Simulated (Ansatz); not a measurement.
`O=C=NB(F)Cl` + `C[Se]P` → `C[Se]B(F)Cl` + `O=C=NP`  (redistribution)

Gas-phase electronic energies from Ansatz, PBE0-D4/def2-TZVP geometries. CCSD(T)/CBS adds triple-zeta CCSD(T) − MP2 to the extrapolated MP2 energy (def2 sets, frozen cores). Functionals use def2-TZVPP. For Se outer-core shells are correlated without core-valence functions, which leaves a few kJ/mol of doubt a bond. Scalar relativity is left out up to krypton. One conformer a species, not always the lowest.

`O=C=NB(F)Cl`:

Cartesian coordinates in Å:
```
O -0.506 1.630 1.970
C -0.171 0.794 1.247
N 0.223 -0.118 0.565
B 0.216 -0.653 -0.740
F 0.859 -1.775 -0.974
Cl -0.621 0.122 -2.068
```

`C[Se]P`:

Z-matrix (Å, degrees):
```
C
Se 1 1.952
H 1 1.088 2 110.3
H 1 1.088 2 110.4 3 122.7
H 1 1.090 2 106.0 3 -118.6
P 2 2.253 1 96.8 3 -60.6
H 6 1.419 2 97.7 1 133.4
H 6 1.419 2 97.8 1 -132.2
```

`C[Se]B(F)Cl`:

Z-matrix (Å, degrees):
```
C
Se 1 1.948
H 1 1.087 2 109.9
H 1 1.088 2 106.2 3 119.1
H 1 1.087 2 109.9 3 -121.9
B 2 1.926 1 100.4 3 60.9
Cl 6 1.754 2 123.8 1 0.0
F 6 1.319 2 118.0 1 -180.0
```

`O=C=NP`:

```xyz
6

O     1.419   -2.103    0.959
C     0.866   -1.176    0.520
N     0.382   -0.196    0.030
P    -1.087    0.647   -0.139
H    -0.995    0.887   -1.537
H    -0.585    1.941    0.167
```

| level | ΔE (eV) |
| --- | --- |
| LDA (SPW92) | 0.67 |
| HF/def2-QZVPP | 0.78 |

(1) What does CCSD(T)/CBS give? (An estimate is asked.)

Largest T1 diagnostic among the species: 0.017.

Results:

(1) Computed: +0.67 eV. The listed levels differ from it by 0.00, 0.11 eV.

At CCSD(T), def2-SVP lies +0.05 eV from the extrapolated value and def2-TZVPP −0.01 eV. In def2-TZVPP, CCSD(T) changes the Hartree–Fock value by −0.11 eV (the triples alone add −0.01 eV) and MP2 by −0.13 eV. Leaving LDA and LC-ωPBE aside and taking each functional with its dispersion term where it has one, the values, not all of them listed here, spread over 0.07 eV, from ωB97X-V to B97M-V. LDA lies −0.03 eV from PBE without D4.
